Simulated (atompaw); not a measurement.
**What one change does to a pseudopotential (arsenic (As), PAW (atompaw))**

```json
{
 "Element": "arsenic (As)",
 "Generator": "atompaw 4.2.0.5",
 "Type": "PAW",
 "Functional": "PBE",
 "Relativity": "scalar-relativistic",
 "Frozen core": "[Ar] 3d10",
 "Valence charge": "5",
 "Reference configuration": "4s2 4p3",
 "Partial waves": "4s (bound): rc 2.45 bohr; 4s channel at -0.7 Ry: rc 1.45 bohr; 4p (bound): rc 2.45 bohr; 4p channel at 0.2 Ry: rc 2.45 bohr; 4d channel at 0.05 Ry: rc 2.05 bohr; 4d channel at 0.5 Ry: rc 2.05 bohr",
 "Local potential": "bessel scheme, radius 2.05 bohr",
 "Core correction": "smooth core density matched at 1.50 bohr",
 "Augmentation charge": "sinc compensation charge, radius 2.20 bohr; PAW radius 2.45 bohr; waves and projectors: custom rrkj vanderbiltortho"
}
```

Change: wave 4s channel at -0.7 Ry: rc 1.45 bohr becomes 4s channel at -0.92 Ry: rc 1.45 bohr.

Cutoffs: the cutoffs (Ry, on a coarse ladder) from which the occupation-weighted sum of valence levels, in a spherical-Bessel basis at the reference potential, stays within 10 and 1 mRy of its value at 400 Ry; they do not see the model core or the augmentation charge, which bear on the density cutoff.

Q: What does the change do?

A: Both files are so soft that the ladder of cutoffs tells neither apart; a bound ghost appears in s, which as a rule spoils a file.

| quantity | base | changed |
| --- | --- | --- |
| cutoff, loose | 10 Ry | 10 Ry |
| cutoff, tight | 12 Ry | 12 Ry |
| bound ghosts | none | s |
| s: phases at 2.47 bohr within 0.05 rad from the reference energy up to (Ry; the scan ends near 5) | 1.6 | 1.1 |
| p: phases at 2.47 bohr within 0.05 rad from the reference energy up to (Ry; the scan ends near 5) | 3.7 | 3.7 |
| d: phases at 2.47 bohr within 0.05 rad from the reference energy up to (Ry; the scan ends near 5) | 1.0 | 1.0 |
| lowest overlap eigenvalue by channel | s 0.05, p 0.81, d 0.93 | s 0.00, p 0.81, d 0.93 |

 A true bound ghost makes a file unfit for plane-wave use even where its test errors are small: the radial tests pick states by their node count and pass the ghost by. The cutoffs see the waves, projectors and local potential, not the compensation charge or the core.
